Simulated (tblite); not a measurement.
Species: C₄H₁₁BO₂.
Bonds: B1–C2, C2–C3, C2–O4, O4–C5, C2–O6, O6–C7. Hydrogens: H8, H9 on B1; H10, H11, H12 on C3; H13, H14, H15 on C5; H16, H17, H18 on C7.

Computed with GFN2-xTB (tblite), gas phase: L-BFGS steps from a force-field or distance-geometry start until the largest atomic force falls under 0.01 eV/Å.

Step 39: E = -639.6836 eV
```
atom  x, y, z in Å  |  force x, y, z in eV/Å
B1      1.1186   -1.1411    1.1336   -0.029  -0.064  -0.004
C2      0.1426   -0.4140    0.0989    0.032   0.011   0.002
C3     -0.3342   -1.5283   -0.8657   -0.021   0.039   0.021
O4     -0.9425    0.1736    0.8040   -0.001  -0.045   0.048
C5     -1.9659    0.7633    0.0284    0.007   0.016   0.018
O6      0.7658    0.5597   -0.7313    0.034  -0.018  -0.078
C7      1.4526    1.5567   -0.0141   -0.023  -0.008  -0.002
H8      0.6928   -1.4728    2.1640    0.013  -0.029  -0.003
H9      2.2114   -1.3842    0.8065   -0.030   0.010  -0.004
H10     0.5235   -2.0442   -1.2899   -0.046   0.040   0.040
H11    -0.9019   -1.0735   -1.6751    0.026  -0.030   0.019
H12    -0.9608   -2.2345   -0.3262    0.027   0.020  -0.022
H13    -2.7019    0.0241   -0.3068    0.054  -0.034  -0.016
H14    -1.5532    1.2898   -0.8356   -0.006   0.004  -0.019
H15    -2.4608    1.4752    0.6876   -0.022   0.039  -0.017
H16     2.2107    1.1126    0.6412    0.023   0.017  -0.001
H17     0.7642    2.1442    0.6007   -0.008   0.044   0.023
H18     1.9305    2.1997   -0.7517   -0.031  -0.011  -0.006
```

Step 40: E = -639.6848 eV
```
atom  x, y, z in Å  |  force x, y, z in eV/Å
B1      1.1183   -1.1430    1.1306   -0.035  -0.060  -0.001
C2      0.1442   -0.4100    0.0990    0.020   0.037   0.003
C3     -0.3356   -1.5265   -0.8606   -0.015   0.032   0.019
O4     -0.9385    0.1825    0.8037   -0.026  -0.041   0.033
C5     -1.9660    0.7640    0.0258    0.004   0.015   0.022
O6      0.7655    0.5624   -0.7338    0.057  -0.012  -0.077
C7      1.4547    1.5576   -0.0158   -0.021  -0.003   0.002
H8      0.6850   -1.4935    2.1508   -0.002  -0.032   0.019
H9      2.2159   -1.3780    0.8155   -0.022   0.015  -0.025
H10     0.5220   -2.0427   -1.2833   -0.034   0.025   0.025
H11    -0.9051   -1.0763   -1.6708    0.025  -0.020   0.014
H12    -0.9600   -2.2313   -0.3174    0.017   0.012  -0.016
H13    -2.6962    0.0174   -0.3087    0.071  -0.006  -0.007
H14    -1.5582    1.2944   -0.8395   -0.008  -0.023   0.010
H15    -2.4665    1.4733    0.6847   -0.015   0.021  -0.028
H16     2.2155    1.1093    0.6343    0.019   0.035  -0.014
H17     0.7679    2.1404    0.6061    0.003   0.039   0.012
H18     1.9284    2.2063   -0.7522   -0.040  -0.033   0.010
```

Task: Estimate the geometry and energy of step 41. (The exact step hangs on the optimiser's Hessian estimate; all steps are aligned on step 40, rigid shifts and turns removed.)

Result: E = -639.6859 eV, largest force 0.076 eV/Å
```
atom  x, y, z in Å  |  force x, y, z in eV/Å
B1      1.1173   -1.1465    1.1272   -0.032  -0.042   0.001
C2      0.1465   -0.4056    0.0984    0.000   0.044   0.006
C3     -0.3376   -1.5244   -0.8553   -0.001   0.018   0.014
O4     -0.9343    0.1906    0.8035   -0.035  -0.019   0.008
C5     -1.9654    0.7650    0.0237    0.004   0.007   0.020
O6      0.7676    0.5645   -0.7373    0.057  -0.007  -0.037
C7      1.4562    1.5589   -0.0170   -0.013   0.004   0.003
H8      0.6780   -1.5131    2.1383   -0.018  -0.036   0.034
H9      2.2193   -1.3730    0.8231   -0.015   0.016  -0.044
H10     0.5189   -2.0418   -1.2769   -0.010   0.006   0.007
H11    -0.9088   -1.0806   -1.6669    0.016   0.002   0.004
H12    -0.9592   -2.2276   -0.3082    0.002   0.002  -0.003
H13    -2.6886    0.0104   -0.3104    0.073   0.020   0.000
H14    -1.5630    1.2987   -0.8434   -0.002  -0.044   0.038
H15    -2.4719    1.4718    0.6814   -0.008   0.002  -0.034
H16     2.2202    1.1085    0.6288    0.011   0.048  -0.025
H17     0.7705    2.1376    0.6110    0.009   0.022  -0.005
H18     1.9255    2.2130   -0.7516   -0.038  -0.040   0.014
```

The energy changes by -0.0011 eV. The first-order estimate −F·Δx gives -0.0016 eV and the mean of the old and new forces, exact on a quadratic surface, -0.0011 eV. The step makes an angle of 78° with the force vector and moves no atom by more than 0.024 Å.

What follows is the cost of the whole relaxation. On Arm Neoverse V2, one thread, shared host with 32 logical CPUs at a one-minute load of 25, this took 0.44 s.
